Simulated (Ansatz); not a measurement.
`CB(C)[SiH2]Cl` + `[SiH3]CO[SiH2]Cl` → `Cl[SiH2]O[SiH2]Cl` + `CB(C)C[SiH3]`  (redistribution)

Computed with Ansatz on PBE0-D4/def2-TZVP structures; ΔE is electronic, products minus reactants. CBS: MP2 limit from def2 TZ/QZ plus the TZ coupled-cluster correction, frozen cores. DFT in def2-TZVPP. B3LYP here is the variant with VWN-RPA as its local correlation; programs differ in this. One conformer a species, not always the lowest.

```csv
level,ΔE (kJ/mol)
r2SCAN-D4,-262.9
PBE0-D4,-252.4
B3LYP-D4,-257.5
ωB97X-V,-256.1
SCS-MP2/def2-TZVPP,-273.7
CCSD/def2-TZVPP,-267.1
CCSD(T)/def2-TZVPP,-265.5
SCS-MP2/def2-QZVPP,-275.9
```

Task: What does CCSD(T)/CBS give? (Estimate.)

Result: Computed: -267.9 kJ/mol. The listed levels differ from it by 5.0, 15.5, 10.4, 11.8, -5.8, 0.8, 2.4, -8.0 kJ/mol.

Largest T1 diagnostic among the species: 0.011.

The D4 term adds −4.9 kJ/mol with B3LYP and −2.8 kJ/mol with PBE0; it sums over pairs of atoms, weighted by their polarisabilities, and B3LYP, whose exchange is more repulsive, gets the larger term. From PBE to PBE0 (25 % exact exchange), in def2-TZVPP and without D4, ΔE moves by −12.6 kJ/mol.
